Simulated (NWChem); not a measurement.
The numbers come from NWChem runs, not from measurements. System: HCl2NOW, charge 0, spin multiplicity 1, displaced from the optimised geometry. The structure started from a generated list of species.

Input file:

```
start mol
memory heap 200 mb stack 800 mb global 1000 mb
geometry units angstroms nocenter noautoz
  W     -0.144023     0.142168     0.000000
  O     -1.875926    -0.015073     0.000000
  N      0.248539     1.884610     0.000000
  H     -0.087188     2.868770     0.000000
  Cl     0.706250    -0.778260    -1.981841
  Cl     0.706250    -0.778260     1.981841
  symmetry group Cs
end
basis spherical
  * library def2-svp
end
ecp
  W library def2-ecp
end
dft
  xc b3lyp
  semidirect memsize 60000000 filesize 0
  iterations 100
  convergence nodiis damp 40
end
task dft gradient
```

The output up to the point where the run's verdict is printed (cleaned and shortened):

```
             Northwest Computational Chemistry Package (NWChem) 7.3.0
             --------------------------------------------------------

                                NWChem Input Module
                                -------------------

 Scaling coordinates for geometry "geometry" by  1.889725989
 (inverse scale =  0.529177249)

 Turning off AUTOSYM since
 SYMMETRY directive was detected!

                             Geometry "geometry" -> ""
                             -------------------------

 Output coordinates in angstroms (scale by  1.889725989 to convert to a.u.)

  No.       Tag          Charge          X              Y              Z
 ---- ---------------- ---------- -------------- -------------- --------------
    1 W                   74.0000    -0.14402300     0.14216800     0.00000000
    2 O                    8.0000    -1.87592600    -0.01507300     0.00000000
    3 N                    7.0000     0.24853900     1.88461000     0.00000000
    4 H                    1.0000    -0.08718800     2.86877000     0.00000000
    5 Cl                  17.0000     0.70625000    -0.77826000    -1.98184100
    6 Cl                  17.0000     0.70625000    -0.77826000     1.98184100

 Effective nuclear repulsion energy (a.u.)    1054.4837287914

            Nuclear Dipole moment (a.u.)
            ----------------------------
        X                 Y               Z
 ---------------- ---------------- ----------------
    -0.0000472431     0.0000907068     0.0000000000

      Symmetry information
      --------------------

 Group name             Cs
 Group number              2
 Group order               2
 No. of unique centers     5

      Symmetry unique atoms

     1    2    3    4    5


 Summary of "ao basis" -> "" (spherical)
 ------------------------------------------------------------------------------
       Tag                 Description            Shells   Functions and Types
 ---------------- ------------------------------  ------  ---------------------
 *                          def2-svp                  on all atoms

                                 NWChem DFT Module
[...]
 d= 0,ls=0.5         52   -944.4047736343 -1.63D+02  4.84D-01              23.0
 d= 0,ls=0.5         53   -781.6829193905  1.63D+02  4.84D-01              23.4
 d= 0,ls=0.5         54   -944.4047736343 -1.63D+02  4.84D-01              23.9
 d= 0,ls=0.5         55   -781.6829193905  1.63D+02  4.84D-01              24.3
 d= 0,ls=0.5         56   -944.4047736343 -1.63D+02  4.84D-01              24.8
 d= 0,ls=0.5         57   -781.6829193905  1.63D+02  4.84D-01              25.2
 d= 0,ls=0.5         58   -944.4047736343 -1.63D+02  4.84D-01              25.6
 d= 0,ls=0.5         59   -781.6829193905  1.63D+02  4.84D-01              26.0
 d= 0,ls=0.5         60   -944.4047736343 -1.63D+02  4.84D-01              26.5
 d= 0,ls=0.5         61   -781.6829193905  1.63D+02  4.84D-01              26.9
 d= 0,ls=0.5         62   -944.4047736343 -1.63D+02  4.84D-01              27.3
 d= 0,ls=0.5         63   -781.6829193905  1.63D+02  4.84D-01              27.7
 d= 0,ls=0.5         64   -944.4047736343 -1.63D+02  4.84D-01              28.2
 d= 0,ls=0.5         65   -781.6829193905  1.63D+02  4.84D-01              28.6
 d= 0,ls=0.5         66   -944.4047736343 -1.63D+02  4.84D-01              29.0
 d= 0,ls=0.5         67   -781.6829193905  1.63D+02  4.84D-01              29.4
 d= 0,ls=0.5         68   -944.4047736343 -1.63D+02  4.84D-01              29.8
 d= 0,ls=0.5         69   -781.6829193905  1.63D+02  4.84D-01              30.2
 d= 0,ls=0.5         70   -944.4047736343 -1.63D+02  4.84D-01              30.7
 d= 0,ls=0.5         71   -781.6829193905  1.63D+02  4.84D-01              31.1
 d= 0,ls=0.5         72   -944.4047736343 -1.63D+02  4.84D-01              31.6
 d= 0,ls=0.5         73   -781.6829193905  1.63D+02  4.84D-01              32.0
 d= 0,ls=0.5         74   -944.4047736343 -1.63D+02  4.84D-01              32.4
 d= 0,ls=0.5         75   -781.6829193905  1.63D+02  4.84D-01              32.8
 d= 0,ls=0.5         76   -944.4047736343 -1.63D+02  4.84D-01              33.2
 d= 0,ls=0.5         77   -781.6829193905  1.63D+02  4.84D-01              33.7
 d= 0,ls=0.5         78   -944.4047736343 -1.63D+02  4.84D-01              34.1
 d= 0,ls=0.5         79   -781.6829193905  1.63D+02  4.84D-01              34.6
 d= 0,ls=0.5         80   -944.4047736343 -1.63D+02  4.84D-01              35.0
 d= 0,ls=0.5         81   -781.6829193905  1.63D+02  4.84D-01              35.4
 d= 0,ls=0.5         82   -944.4047736343 -1.63D+02  4.84D-01              35.8
 d= 0,ls=0.5         83   -781.6829193905  1.63D+02  4.84D-01              36.2
 d= 0,ls=0.5         84   -944.4047736343 -1.63D+02  4.84D-01              36.6
 d= 0,ls=0.5         85   -781.6829193905  1.63D+02  4.84D-01              37.0
 d= 0,ls=0.5         86   -944.4047736343 -1.63D+02  4.84D-01              37.4
 d= 0,ls=0.5         87   -781.6829193905  1.63D+02  4.84D-01              37.9
 d= 0,ls=0.5         88   -944.4047736343 -1.63D+02  4.84D-01              38.3
 d= 0,ls=0.5         89   -781.6829193905  1.63D+02  4.84D-01              38.6
 d= 0,ls=0.5         90   -944.4047736343 -1.63D+02  4.84D-01              39.0
 d= 0,ls=0.5         91   -781.6829193905  1.63D+02  4.84D-01              39.4
 d= 0,ls=0.5         92   -944.4047736343 -1.63D+02  4.84D-01              39.8
 d= 0,ls=0.5         93   -781.6829193905  1.63D+02  4.84D-01              40.3
 d= 0,ls=0.5         94   -944.4047736343 -1.63D+02  4.84D-01              40.7
 d= 0,ls=0.5         95   -781.6829193905  1.63D+02  4.84D-01              41.2
 d= 0,ls=0.5         96   -944.4047736343 -1.63D+02  4.84D-01              41.6
 d= 0,ls=0.5         97   -781.6829193905  1.63D+02  4.84D-01              42.0
 d= 0,ls=0.5         98   -944.4047736343 -1.63D+02  4.84D-01              42.4
 d= 0,ls=0.5         99   -781.6829193905  1.63D+02  4.84D-01              42.8
 d= 0,ls=0.5        100   -944.4047736343 -1.63D+02  4.84D-01              43.2
```

Convergence was not reached. The next line reads: Calculation failed to converge. NWChem stopped with the message: dft gradient failed.
